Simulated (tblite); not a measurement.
Compound: C3H3ClN2O2.
Geometry (GFN2-xTB, Å), atoms numbered from 1 in this order:
```xyz
11
C3H3ClN2O2 angstrom
C     -2.062    0.011   -0.020
O     -0.924   -0.819   -0.232
C      0.223   -0.253    0.048
N      0.453    0.943    0.484
N      1.795    1.056    0.619
C      2.300   -0.069    0.260
Cl     3.910   -0.514    0.218
O      1.353   -0.974   -0.125
H     -2.004    0.903   -0.645
H     -2.920   -0.597   -0.293
H     -2.120    0.316    1.026
```

Calculated harmonic vibrations of the isolated species, GFN2-xTB (tblite), most abundant isotopes, no scaling. Errors from tens to a few hundred cm⁻¹ against measured bands are possible. One conformer, not necessarily the lowest.

Harmonic wavenumbers (cm⁻¹): 92.5, 107.3, 165.9, 210.5, 269.3, 362.2, 427.5, 537.0, 653.2, 709.5, 722.2, 948.9, 1008.9, 1054.0, 1108.9, 1118.2, 1145.0, 1170.9, 1308.2, 1385.8, 1430.9, 1455.3, 1519.4, 1626.7, 2985.6, 2995.5, 3043.1.

A = 7249, B = 940.4, C = 836.8 MHz; mass 133.988 u (most abundant isotopes); point group Cs, symmetry number 1.

**Question.** What is the zero-point energy?

**Answer.** ½Σν̃ = 14781 cm⁻¹ = 42.26 kcal/mol.

**Question.** What is S at 298.15 K and 1 bar for an ideal gas of classical rigid rotors and harmonic oscillators?

**Answer.** Translation 40.62, rotation 28.42, vibration 17.13: S = 86.2 cal/(mol K).

**Question.** And Cp and H(298.15 K) − H(0)?

**Answer.** Cp = 26.62 cal/(mol K), of which vibrations give 18.67 (their classical limit is 27 R = 53.7); H(298.15 K) − H(0) = 5.19 kcal/mol without the zero-point energy, 2.82 from vibrations.

**Question.** Which modes carry the vibrational entropy at 298.15 K?

**Answer.** 92.5 cm⁻¹: 3.61; 107.3 cm⁻¹: 3.32; 165.9 cm⁻¹: 2.48; 210.5 cm⁻¹: 2.04; 269.3 cm⁻¹: 1.60; 362.2 cm⁻¹: 1.11 cal/(mol K); the other 21 give 2.97 together.

**Question.** What must be added to the electronic energy to get the Gibbs energy at 298.15 K and 1 bar?

**Answer.** ZPE + [H(298.15 K) − H(0)] − T·S = 42.26 + 5.19 − 25.69 = 21.76 kcal/mol.

**Question.** Blend soft modes into free rotors: weight 1/[1 + (100 cm⁻¹/ν̃)⁴] for the oscillator and the rest for a rotor with moment μB/(μ + B), μ = h/(8π²ν), B = 10⁻⁴⁴ kg m². What vibrational entropy results?

**Answer.** 16.51 cal/(mol K) in place of 17.13, which changes −T·S at 298.15 K by +0.18 kcal/mol.

**Question.** How do the functions run with temperature in this model?

**Answer.** 
```
T (K)  S (cal/(mol K))  Cp (cal/(mol K))  H − H(0) (kcal/mol)  G − H(0) (kcal/mol)  ln q(vib)
  100             64.6              14.7                 1.08                -5.38       0.72
  200             76.8              20.9                 2.87               -12.49       2.28
  300             86.3              26.7                 5.24               -20.66       3.88
  500            102.6              37.2                11.69               -39.59       7.04
  800            122.3              46.7                24.42               -73.45      11.51
 1000            133.2              50.4                34.15               -99.03      14.25
```

q(vib) and H(0) count from the zero-point level.

Hindered rotation and anharmonicity are outside this model. Other conformers, if any are populated, would add a mixing term that is left out.
